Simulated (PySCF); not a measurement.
**Atomic charges by several schemes**

C5H7F3P2.
Atom-mapped SMILES: `[CH3:1][C:2]#[C:3][P:4]([CH2:5][PH2:6])[C:7]([F:8])([F:9])[F:10]` (hydrogens: H11, H12, H13 on C1; H14, H15 on C5; H16, H17 on P6)

Geometry (PBE0-D3(BJ)/def2-SVP, Å), atoms numbered from 1 in this order:
```xyz
17
C5H7F3P2 angstrom
C      3.257   -0.008   -0.100
C      1.848   -0.002    0.242
C      0.663   -0.013    0.522
P     -1.015    0.116    1.039
C     -1.856    0.556   -0.551
P     -1.495    2.268   -1.189
C     -1.430   -1.734    1.034
F     -1.113   -2.368   -0.098
F     -2.751   -1.875    1.208
F     -0.813   -2.359    2.034
H      3.475    0.765   -0.853
H      3.556   -0.982   -0.520
H      3.882    0.193    0.784
H     -1.608   -0.168   -1.343
H     -2.941    0.490   -0.369
H     -0.071    2.184   -1.112
H     -1.603    2.950    0.063
```

Density: PBE0/pcSseg-1 (PySCF); schemes: Mulliken, IAO, Hirshfeld and ESP-fitted. One conformer (not necessarily the lowest) at the PBE0-D3(BJ)/def2-SVP geometry, without solvent, vibrations or thermal averaging.

Task: Give the atomic charges in each scheme.

Result: In e:

| atom | environment | Mulliken | IAO | Hirshfeld | ESP-fitted |
| --- | --- | --- | --- | --- | --- |
| C1 | propargylic carbon | -0.201 | -0.432 | -0.088 | -0.503 |
| C2 | alkyne carbon | -0.307 | +0.010 | -0.015 | +0.152 |
| C3 | alkyne carbon | -0.226 | -0.343 | -0.149 | -0.204 |
| P4 | phosphine phosphorus | +0.470 | +0.550 | +0.153 | -0.192 |
| C5 | sp3 carbon bound to phosphorus | -0.660 | -0.627 | -0.161 | -0.040 |
| P6 | phosphine phosphorus | +0.105 | +0.204 | +0.080 | -0.349 |
| C7 | CF3 carbon | +0.631 | +0.633 | +0.207 | +0.595 |
| F8 | fluorine of a CF3 group | -0.261 | -0.276 | -0.089 | -0.215 |
| F9 | fluorine of a CF3 group | -0.272 | -0.283 | -0.096 | -0.203 |
| F10 | fluorine of a CF3 group | -0.256 | -0.272 | -0.093 | -0.160 |
| H11 | methyl hydrogen | +0.159 | +0.177 | +0.066 | +0.175 |
| H12 | methyl hydrogen | +0.163 | +0.177 | +0.067 | +0.186 |
| H13 | methyl hydrogen | +0.161 | +0.175 | +0.066 | +0.184 |
| H14 | methylene hydrogen | +0.198 | +0.167 | +0.039 | +0.112 |
| H15 | methylene hydrogen | +0.191 | +0.171 | +0.046 | +0.151 |
| H16 | P–H hydrogen | +0.056 | -0.013 | -0.017 | +0.159 |
| H17 | P–H hydrogen | +0.050 | -0.019 | -0.015 | +0.151 |

Mean size of the charges over all atoms: IAO 0.267 e, Mulliken 0.257 e, ESP-fitted 0.219 e, Hirshfeld 0.085 e. Each set sums to the total charge, 0, to within 0.001 e. The ESP scheme fits charges at the nuclei, held to the total charge, to the electrostatic potential on points at 1.4 to 2.0 times the van der Waals radii.

Lowest charge. The schemes don't all agree: Mulliken C5 (-0.660); IAO C5 (-0.627); Hirshfeld C5 (-0.161); ESP-fitted C1 (-0.503).

Highest charge. All schemes agree: Mulliken C7 (+0.631); IAO C7 (+0.633); Hirshfeld C7 (+0.207); ESP-fitted C7 (+0.595).

Task: How closely do the schemes follow one another over all atoms?

Result: Correlation coefficient and root-mean-square difference: IAO with Hirshfeld 0.98, 0.230 e; Mulliken with IAO 0.94, 0.108 e; Mulliken with Hirshfeld 0.94, 0.217 e; IAO with ESP-fitted 0.56, 0.280 e; Hirshfeld with ESP-fitted 0.55, 0.219 e; Mulliken with ESP-fitted 0.51, 0.285 e.

Task: How many electrons does the Hirshfeld scheme count on P6?

Result: Z − q = 15 − (+0.080) = 14.920.

Task: Sum the charges by element.

Result: 
```json
{"element": "C", "atoms": "5", "Mulliken": "-0.763", "IAO": "-0.759", "Hirshfeld": "-0.206", "ESP-fitted": "0.000"}
{"element": "P", "atoms": "2", "Mulliken": "+0.575", "IAO": "+0.755", "Hirshfeld": "+0.233", "ESP-fitted": "-0.541"}
{"element": "F", "atoms": "3", "Mulliken": "-0.789", "IAO": "-0.831", "Hirshfeld": "-0.278", "ESP-fitted": "-0.578"}
{"element": "H", "atoms": "7", "Mulliken": "+0.977", "IAO": "+0.835", "Hirshfeld": "+0.251", "ESP-fitted": "+1.118"}
```
